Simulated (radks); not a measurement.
Results of a calculation; reference values are marked as such.
Fe I, 26 electrons, occupied as [Ar] 3d6 4s2 (the NIST ground configuration).

Code: a radial shooting solver on a logarithmic mesh with Libxc functionals. Model: Dirac Kohn-Sham, PBE, spin-unpolarised, spherical densities, point nucleus; open shells fill j = l - 1/2 first.

Energy parts (eV):
part                      energy
total                 -34626.066
kinetic                35107.934
electron-nucleus      -82871.566
Hartree                14650.070
exchange-correlation   -1512.504

Orbitals (lengths in bohr, moments of r in powers of bohr; r(max) is where P^2 peaks):
| orbital | occ. | eigenvalue (eV) | <1/r> | r(max) |
|---|---|---|---|---|
| 1s1/2 | 2 | -6997.315 | 25.98 | 0.03826 |
| 2s1/2 | 2 | -819.3998 | 5.580 | 0.2224 |
| 2p1/2 | 2 | -706.4904 | 5.526 | 0.1781 |
| 2p3/2 | 4 | -694.0097 | 5.427 | 0.1806 |
| 3s1/2 | 2 | -93.9566 | 1.751 | 0.7007 |
| 3p1/2 | 2 | -61.0247 | 1.621 | 0.7085 |
| 3p3/2 | 4 | -59.4832 | 1.599 | 0.7157 |
| 3d3/2 | 4 | -7.5666 | 1.209 | 0.7104 |
| 3d5/2 | 2 | -7.4148 | 1.203 | 0.7130 |
| 4s1/2 | 2 | -5.2888 | 0.4360 | 2.411 |
| 4p1/2 | 0 | -1.3538 | 0.2945 | 3.296 |
| 4p3/2 | 0 | -1.3105 | 0.2904 | 3.337 |

The highest occupied level is 4s1/2 at -5.289 eV. The density falls to 0.001 e/bohr^3 at r = 4.46 bohr.
